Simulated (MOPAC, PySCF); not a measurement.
C₈H₆O, SMILES `c1ccc2cocc2c1`, neutral singlet in the gas phase. 

Z-matrix (Å, degrees):
```
C
C 1 1.3904
O 2 1.3585 1 109.67
C 3 1.3585 2 109.24 1 0.00
C 4 1.3904 3 109.67 2 0.00
H 2 1.0939 3 116.21 4 -180.00
H 4 1.0939 3 116.21 2 -180.00
C 5 1.4296 4 134.40 7 0.00
C 8 1.3816 5 118.49 4 -180.00
H 8 1.1003 9 121.04 5 -180.00
H 9 1.1006 8 119.65 10 0.00
C 1 1.4296 2 134.40 6 0.00
C 12 1.3816 1 118.49 2 -180.00
H 12 1.1003 13 121.04 9 -180.00
H 13 1.1006 12 119.65 14 0.00
```
Charge 0, multiplicity 1.

All levels are single points at this geometry (PBE-D3(BJ)/def2-SVP); Pople sets use spherical d functions. Orbital energies aren't observables, and empty levels follow the basis.

AM1 in MOPAC gives HOMO (eV) = -8.21.

Q: Estimate the HOMO (eV) from each of these levels: PBE-D3(BJ)/def2-TZVP in PySCF; B3LYP/3-21G in PySCF; B3LYP/6-31G* in PySCF; PBE/6-31G* in PySCF; HF/6-31G* in PySCF.

A: 
```json
[
 {"level": "PBE-D3(BJ)/def2-TZVP in PySCF", "HOMO (eV)": "-4.89"},
 {"level": "B3LYP/3-21G in PySCF", "HOMO (eV)": "-5.37"},
 {"level": "B3LYP/6-31G* in PySCF", "HOMO (eV)": "-5.22"},
 {"level": "PBE/6-31G* in PySCF", "HOMO (eV)": "-4.55"},
 {"level": "HF/6-31G* in PySCF", "HOMO (eV)": "-7.06"}
]
```
